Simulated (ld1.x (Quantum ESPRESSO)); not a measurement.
# Pb: one change to a TM potential, before and after

- Element: Pb (Z = 82)
- Generator: ld1.x (Quantum ESPRESSO) 7.5
- Type: norm-conserving Troullier–Martins (Kleinman–Bylander form)
- Functional: Wu–Cohen
- Relativity: scalar-relativistic
- Frozen core: [Xe] 4f14
- Valence charge: 14
- Reference configuration: 5d10 6s2 6p0 (charge +2)
- Partial waves: 6s (bound): rc 1.95 bohr; 6p (bound, empty): rc 2.05 bohr; 5d (bound): rc 1.40 bohr
- Local potential: the d channel
- Core correction: Bessel-smoothed model core, default radius (core density twice the valence density)

All-electron outer shells of the reference configuration (Wu–Cohen, scalar-relativistic, ld1.x):

```
shell  level (eV)  outermost node (bohr)  outermost maximum (bohr)
   5p     -102.65                   0.49                      0.88
   5d      -37.88                   0.52                      1.07
   6s      -27.55                   1.01                      1.93
   6p      -17.16                   1.18                      2.38
```

Change: wave 6s (bound): rc 1.95 bohr becomes 6s (bound): rc 2.46 bohr.

Cutoffs: the cutoffs (Ry, on a coarse ladder) from which the occupation-weighted sum of valence levels, in a spherical-Bessel basis at the reference potential, stays within 10 and 1 mRy of its value at 400 Ry; they do not see the model core or the augmentation charge, which bear on the density cutoff. Errors are all-electron minus pseudo energies relative to the spin-unpolarised reference configuration.

Task: How do hardness, ghosts and transferability respond?

Result: The potential gets neither clearly harder nor softer (55 Ry and 90 Ry → 55 Ry and 90 Ry); both files keep a bound ghost (p, s); of the 7 tests that both files solve, the error grows in 3 and shrinks in 1 by more than 15 % and 0.3 meV (median size 12.2 → 13.9 meV).

| quantity | base | changed |
| --- | --- | --- |
| cutoff, loose | 55 Ry | 55 Ry |
| cutoff, tight | 90 Ry | 90 Ry |
| loose cutoff by channel (10 mRy a level) | s 18 Ry, d 45 Ry | s 15 Ry, d 45 Ry |
| bound ghosts | s, p | s, p |
| error for 5d10 6s2 6p2, meV [ΔE -20.04 eV] | -13 | -14 |
| error for 5d10 6s2 6p1, meV [ΔE -13.45 eV] | +1.1 | +0.8 |
| error for 5d10 6s1 6p0, meV [ΔE 32.51 eV] | -21 | -24 |
| error for 5d10 6s1 6p3, meV [ΔE -11.26 eV] | -12 | -19 |
| error for 5d10 6s0 6p0, meV [ΔE 75.25 eV] | -76 | -97 |
| error for 5d10 6s1 6p2, meV [ΔE -3.85 eV] | -2.5 | -9.0 |
| error for 5d10 6s2 6p1.5, meV [ΔE -17.54 eV] | -4.5 | -5.1 |

 A true bound ghost makes a file unfit for plane-wave use even where its test errors are small: the radial tests pick states by their node count and pass the ghost by.
